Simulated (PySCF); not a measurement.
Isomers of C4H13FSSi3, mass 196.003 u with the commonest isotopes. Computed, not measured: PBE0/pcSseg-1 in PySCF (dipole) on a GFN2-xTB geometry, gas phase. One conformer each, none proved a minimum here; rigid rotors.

Question: Order these by radius of gyration √(Σ m r²/M), smallest first.
A. `[F:1][C@@H:2]1[CH2:3][C@H:4]([SiH3:5])[Si@@H:6]([S:7][SiH3:8])[CH2:9]1` with C4–Si6–S7–Si8 -69°, F1–C2–C3–C4 -70°, C2–C3–C4–Si5 96°, C3–C4–Si6–S7 -113°, C4–Si6–C9–C2 22°
B. `[CH3:1][CH2:2][C@@H:3]1[SiH2:4][Si@H:5]([S:6][SiH3:7])[C@@H:8]1[F:9]` with C1–C2–C3–Si4 180°, Si4–Si5–S6–Si7 -55°, C2–C3–Si4–Si5 -142°, C3–Si4–Si5–S6 126°, Si4–Si5–C8–F9 99°, C2–C3–C8–Si5 147°
C. `[F:1][C@H:2]1[CH2:3][C@H:4]([Si@@H:5]([SiH3:6])[S:7][SiH3:8])[CH2:9]1` with C3–C4–Si5–Si6 -160°, C4–Si5–S7–Si8 175°, F1–C2–C3–C4 131°, C2–C3–C4–Si5 104°, C3–C4–C9–C2 13°, F1–C2–C9–C4 -131°

Answer: B (2.463 Å), A (2.508 Å), C (2.641 Å).

Question: Order these by rotational constant C, smallest first.
A. `[F:1][C@@H:2]1[CH2:3][C@H:4]([SiH3:5])[Si@@H:6]([S:7][SiH3:8])[CH2:9]1` with C4–Si6–S7–Si8 -69°, F1–C2–C3–C4 -70°, C2–C3–C4–Si5 96°, C3–C4–Si6–S7 -113°, C4–Si6–C9–C2 22°
B. `[F:1][C@H:2]1[CH2:3][C@H:4]([Si@@H:5]([SiH3:6])[S:7][SiH3:8])[CH2:9]1` with C3–C4–Si5–Si6 -160°, C4–Si5–S7–Si8 175°, F1–C2–C3–C4 131°, C2–C3–C4–Si5 104°, C3–C4–C9–C2 13°, F1–C2–C9–C4 -131°
C. `[CH3:1][CH2:2][C@@H:3]1[SiH2:4][Si@H:5]([S:6][SiH3:7])[C@@H:8]1[F:9]` with C1–C2–C3–Si4 180°, Si4–Si5–S6–Si7 -55°, C2–C3–Si4–Si5 -142°, C3–Si4–Si5–S6 126°, Si4–Si5–C8–F9 99°, C2–C3–C8–Si5 147°

Answer: B (392.5 MHz), A (434.0 MHz), C (468.1 MHz).

Question: Order these by dipole moment, largest first.
A. `[CH3:1][CH2:2][C@@H:3]1[SiH2:4][Si@H:5]([S:6][SiH3:7])[C@@H:8]1[F:9]` with C1–C2–C3–Si4 180°, Si4–Si5–S6–Si7 -55°, C2–C3–Si4–Si5 -142°, C3–Si4–Si5–S6 126°, Si4–Si5–C8–F9 99°, C2–C3–C8–Si5 147°
B. `[F:1][C@H:2]1[CH2:3][C@H:4]([Si@@H:5]([SiH3:6])[S:7][SiH3:8])[CH2:9]1` with C3–C4–Si5–Si6 -160°, C4–Si5–S7–Si8 175°, F1–C2–C3–C4 131°, C2–C3–C4–Si5 104°, C3–C4–C9–C2 13°, F1–C2–C9–C4 -131°
C. `[F:1][C@@H:2]1[CH2:3][C@H:4]([SiH3:5])[Si@@H:6]([S:7][SiH3:8])[CH2:9]1` with C4–Si6–S7–Si8 -69°, F1–C2–C3–C4 -70°, C2–C3–C4–Si5 96°, C3–C4–Si6–S7 -113°, C4–Si6–C9–C2 22°

Answer: B (2.69 D), A (2.25 D), C (1.30 D).

```csv
SMILES,point group,Ia (u·Å²),Ib (u·Å²),Ic (u·Å²),κ,μa (D),μb (D),μc (D)
F[C@@H]1C[C@H]([SiH3])[Si@@H](S[SiH3])C1,C1,399.28,901.45,1164.41,-0.70,0.06,0.17,1.29
CC[C@@H]1[SiH2][Si@H](S[SiH3])[C@@H]1F,C1,388.40,910.01,1079.53,-0.79,2.22,0.24,0.24
F[C@H]1C[C@H]([Si@@H]([SiH3])S[SiH3])C1,C1,447.56,998.53,1287.56,-0.69,2.13,1.33,0.95
```
